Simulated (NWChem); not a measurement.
System: Si$_{2}$H$_{4}$O, singlet; SMILES [Si](O)[SiH3]

```xyz
7

Si    -0.7267     0.8717    -0.0034
O      0.7918     1.6202     0.0020
H      1.5898     1.0577    -0.0423
Si     0.0951    -1.4507    -0.0034
H      1.5566    -1.5044    -0.4114
H     -0.6669    -2.4181    -0.8766
H      0.0286    -1.9904     1.4098
```
Atoms are numbered in this order, from 1.

All runs: NWChem. Pople sets run with spherical d functions. Low-valent species are run as closed-shell singlets; no triplet was tried in these runs. Coordinates come from a PBE-D3(BJ)/def2-SVP optimisation. Vertical excitations in the gas phase.

What does the run give for B3LYP/6-31+G*, TDA? Quantities: lowest excitation, singlet (eV); oscillator strength of that lowest state; lowest state with f > 0.02, singlet (eV); oscillator strength of that bright state; orbital gap (eV).


| Item | Result |
|---|---|
| lowest excitation, singlet (eV) | 2.54 |
| oscillator strength of that lowest state | 0.010 |
| lowest state with f > 0.02, singlet (eV) | 4.52 |
| oscillator strength of that bright state | 0.038 |
| orbital gap (eV) | 3.45 |
